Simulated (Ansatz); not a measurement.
```yaml
crystal:
  periodic: [false, false, false]
  atoms:
    - {symbol: F, position_ang: [-1.862792, -2.116008, 0.711917]}
    - {symbol: Ga, position_ang: [-0.399143, -1.665593, -0.117582]}
    - {symbol: F, position_ang: [1.052794, -1.501885, 0.860469]}
    - {symbol: F, position_ang: [-0.246401, -2.135451, -1.796365]}
    - {symbol: O, position_ang: [-0.517173, 0.318747, -0.422072]}
    - {symbol: Si, position_ang: [0.533391, 1.409429, 0.379995]}
    - {symbol: H, position_ang: [-0.781023, 0.539019, -1.321555]}
    - {symbol: H, position_ang: [1.921451, 1.179616, -0.063017]}
    - {symbol: H, position_ang: [0.320906, 1.172906, 1.816473]}
    - {symbol: H, position_ang: [0.061092, 2.748021, -0.045262]}
basis:
  gaussian: {orbitals: def2-TZVPD}
total_charge: -3
magnetization: {spin_polarized: true, initial_magnetization: 1}
hamiltonian: {xc: {name: PBE}, dispersion: d3bjatm}
```

```sh
$ ansatz run in.yaml --threads 4 --pin off --events-out ev --progress --plain --max-ram 11315MiB
```

Shortened log:

```
Functional definition: PBE
1630 factors; their error is unknown
mean field evaluation 1: about -70196.7219 eV, gradient 2.1e2 eV
mean field evaluation 2: about -69670.9296 eV, gradient 4.0e2 eV
mean field evaluation 4: about -70418.9257 eV, gradient 1.2e2 eV
mean field evaluation 8: about -70493.4887 eV, gradient 1.4e1 eV
mean field evaluation 16: about -70497.4498 eV, gradient 5.9e-2 eV
mean field evaluation 32: about -70497.4172 eV, gradient 9.3e-4 eV
a density is far from that of the atoms, so the factors are made again for it
2032 factors; integrals over basis functions are off by at most 8.8e-4 eV
mean field -70497.41711228 eV, -2590.7322940107 hartree, gradient 6.0e-6 eV, S^2 0.778883; 0 other end points of the search recorded, 0 dependent functions left out
reference -70497.41714735 eV, -2590.7322952994 hartree; 44, 43 occupied and 249, 250 virtual orbitals, 2032 factors
Total energy: -70497.60911421 eV, -2590.7393499513 hartree
```

Question: What is wrong with this run?

Answer: The charge is far from anything that the molecule holds. The run converged. The result belongs to that input, not to the molecule as meant.
